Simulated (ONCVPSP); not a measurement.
**Building the ONCV potential for platinum (Pt) (PBE, scalar-relativistic).**

```
Element                 : Pt (Z = 78)
Generator               : ONCVPSP 4.0.1
Type                    : optimised norm-conserving Vanderbilt (ONCV)
Functional              : PBE
Relativity              : scalar-relativistic
Frozen core             : [Kr] 4d10 4f14
Valence charge          : 18
Reference configuration : 5s2 5p6 5d8 6s2
Partial waves           : 5s+6s: rc 1.30 bohr, ncon 3, nbas 7, qcut 7.4 1/bohr, 2 projectors; 5p: rc 1.35 bohr, ncon 4, nbas 9, qcut 12.6 1/bohr, 3 projectors, debl 3.8 Ha; 5d: rc 1.25 bohr, ncon 4, nbas 8, qcut 7.8 1/bohr, local; f scattering state at 0.02 Ha: rc 1.25 bohr, ncon 5, nbas 8, qcut 10 1/bohr, 2 projectors, debl 1.1 Ha
Local potential         : the d channel
Core correction         : Teter function fitted to the true core (icmod 2), fcfact 0.35
```

All-electron outer shells of the reference configuration (PBE, scalar-relativistic, ld1.x):

```tsv
shell	level (eV)	outermost node (bohr)	outermost maximum (bohr)
5s	-104.56	0.49	0.87
4f	-72.93	–	0.38
5p	-58.59	0.53	0.98
5d	-8.05	0.57	1.24
6s	-6.50	1.14	2.32
```

Question: Does the generator finish with these settings?

Answer: No. ONCVPSP 4.0.1 stopped with "ERROR pspot: first pseudo wave function has node, program will stop": the optimised pseudo-wave of the first projector has a node, so the radial equation cannot be inverted for a potential. It happened in the f channel.
